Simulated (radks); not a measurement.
Question: The table gives one normalised radial function P(r) = r R(r) of Xe13+ in [Kr] 4d5 (r in bohr). Method: scalar-relativistic Kohn-Sham, PBE, spin-polarised, spherical densities, finite nucleus; open shells are filled with parallel spins first (spin-orbit coupling, left out, can overturn this in heavy ions); Fermi nuclear charge, rms radius 4.7859 fm; computed with a radial shooting solver on a logarithmic mesh with Libxc functionals.

r,P
0.003256,0.0114
0.004173,0.0176
0.00539,0.0273
0.006908,0.0417
0.008923,0.0639
0.01143,0.0954
0.01465,0.1398
0.01893,0.2023
0.02426,0.2799
0.03133,0.3732
0.04015,0.4629
0.05145,0.5245
0.06646,0.5142
0.08517,0.3835
0.11,0.0950
0.141,-0.2958
0.1807,-0.6610
0.2334,-0.7882
0.2991,-0.4927
0.3863,0.2086
0.495,0.9569
0.6344,1.3622
0.8195,1.2238
1.05,0.7528
1.356,0.3016
1.738,0.0769
2.228,0.0109

Which n and l does it have? It may be an empty orbital.

Answer: n = 4, l = 1: the number of nodes gives n - l - 1 = 2, the rise at small r (about r^(l+1), flatter next to the nucleus through relativity) gives l, and the extent must fit the shell. The curve is that of 4p down; the table hardly tells the two spins apart. 4p down: eigenvalue -382.87 eV, 2 radial nodes at r = 0.117, 0.361 bohr, <r> = 0.723 bohr, 90 % of the charge inside 1.04 bohr.
